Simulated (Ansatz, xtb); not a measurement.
# Two structures of CH8InN

Structure I is `C[NH2+][InH3-]`, a singlet and structure II is a singlet given by its coordinates. Both are isolated molecules in the gas phase, relaxed with PBE0-D4/def2-SVP.

I (Å):

```xyz
11

C    -1.0080   -0.1537   -1.9272
In   -3.7793    1.5699   -1.8336
N    -1.5043    1.1331   -2.4083
H    -1.6305   -0.9596   -2.3403
H    -1.1026   -0.1924   -0.8329
H     0.0439   -0.3440   -2.1987
H    -0.9466    1.9019   -2.0366
H    -1.4325    1.1958   -3.4237
H    -3.8897    3.1351   -2.5959
H    -4.4477    0.1823   -2.6536
H    -3.5536    1.4865   -0.1054
```

II (Å):

```tsv
atom	x (Å)	y (Å)	z (Å)
C	-1.5239	-0.4763	-0.9316
In	-1.6677	0.3595	-2.9411
N	-2.9589	2.3062	-2.3510
H	-1.0065	0.2116	-0.2450
H	-0.9496	-1.4157	-0.9537
H	-2.5184	-0.7062	-0.5185
H	-2.8430	-0.3049	-4.0524
H	-0.3039	1.2398	-3.5916
H	-2.4637	2.8935	-1.6810
H	-3.8517	2.0484	-1.9318
H	-3.1597	2.8787	-3.1702
```

Close contacts (Å): C1–In2 2.18, In2–N3 2.41, C1–H4 1.10, C1–H5 1.10, C1–H6 1.10, In2–H7 1.75, In2–H8 1.75, N3–H9 1.02, N3–H10 1.02, N3–H11 1.02.

Problem. Estimate which is lower in electronic energy at CCSD(T)/def2-SVP + ΔMP2/def2-TZVPP, and by roughly how much.

Solution. The CCSD(T)/def2-SVP + ΔMP2/def2-TZVPP calculation puts structure II lower, by 12.5 kcal/mol.

The same difference at several levels:

| level | geometry | E(II) − E(I) (kcal/mol) | departure from the last row (kcal/mol) | job, with rough time for the two |
| --- | --- | --- | --- | --- |
| GFN2-xTB | GFN2-xTB | +8.5 | +21.0 | optimisation, 0.14 s |
| HF/STO-3G | GFN2-xTB | −4.3 | +8.3 | single point, 0.68 s |
| r2SCAN-D4/def2-SVP | GFN2-xTB | −8.8 | +3.8 | single point, 3.4 s |
| PBE0-D4/def2-SVP | PBE0-D4/def2-SVP | −8.1 | +4.5 | optimisation, 76 s |
| HF/def2-SVP | PBE0-D4/def2-SVP | −6.9 | +5.7 | part of the CCSD(T) run |
| MP2/def2-SVP | PBE0-D4/def2-SVP | −10.0 | +2.6 | part of the CCSD(T) run |
| CCSD(T)/def2-SVP | PBE0-D4/def2-SVP | −8.4 | +4.1 | single point |
| CCSD(T)/def2-SVP + ΔMP2/def2-TZVPP | PBE0-D4/def2-SVP | −12.5 |  | single point, 21 s |

GFN2-xTB puts the two in the other order. The largest departure from CCSD(T)/def2-SVP + ΔMP2/def2-TZVPP is that of GFN2-xTB, 21.0 kcal/mol. The last row adds to CCSD(T) the change of the MP2 difference between the two basis sets, here −4.1 kcal/mol, a large step that makes the value less sure.

With harmonic frequencies from PBE0-D4/def2-SVP (ideal gas, rigid rotor, one conformer each, 298.15 K, 1 atm): on the last row, ΔE + ΔZPE = −12.4 kcal/mol. A mode under 50 cm⁻¹ makes harmonic enthalpies and free energies unreliable, so none is given.

The correlated steps freeze 6 core orbitals; the filled d shell of In is correlated, in a basis made for valence electrons. Atoms past krypton carry core potentials in the def2 sets, other sets are all-electron and non-relativistic, and no spin–orbit term is included. Programs: Ansatz 0.2.0, xtb 6.7.1; the last row on 2 threads of Arm Neoverse V1 on a shared host.
